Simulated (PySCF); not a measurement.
# Computed vibrations of Sm2S3

Sm2S3 (singlet in the valence; each metal's 4f electrons, 5 of them, lie in its core potential, out of spins and levels). PySCF 2.14.0, RKS PBE0, Sm lcecp-1-SVP with ECP51, S def2-SVP; non-relativistic Hamiltonian with scalar-relativistic core potentials where named; density fitting; no spin-orbit coupling. Central differences of gradients.

```xyz
5

Sm   -0.2917   -0.0283    2.4018
Sm   -0.2917   -0.0283   -2.4018
S    -1.3091   -0.1270    0.0000
S     2.0407    0.1980    2.6269
S     2.0407    0.1980   -2.6269
```

Run from Python with OMP_NUM_THREADS=2. Where DIIS fails, smearing, a level shift and second-order steps follow.
It took 120 s on 2 threads of Arm Neoverse V1, with other jobs on the host.

**Question.** What are the harmonic wavenumbers and infrared intensities?

**Answer.** Modes are labelled in C2v; negative numbers are unstable modes, those under 60 cm⁻¹ near the noise; a finer grid moves soft modes by up to 10 cm⁻¹.
```
cm⁻¹  km/mol  symmetry
 -33       –        a2
  24     2.9        a1
  41    50.0        b1
  55    18.6        b2
 103     0.1        a1
 204    17.7        a1
 368   278.6        b2
 452    13.2        b2
 460   107.8        a1
```

**Question.** Is this a minimum?

**Answer.** Probably not: 1 unstable, though so soft as to be near the noise; the lowest moves the atoms so:
```
Sm   0.01 -0.16  0.00
Sm  -0.01  0.16  0.00
S    0.00  0.00  0.00
S   -0.07  0.69  0.00
S    0.07 -0.69  0.00
```

An lcecp potential fixes the number of 4f electrons, so in runs with it no electron can move into or out of that shell.
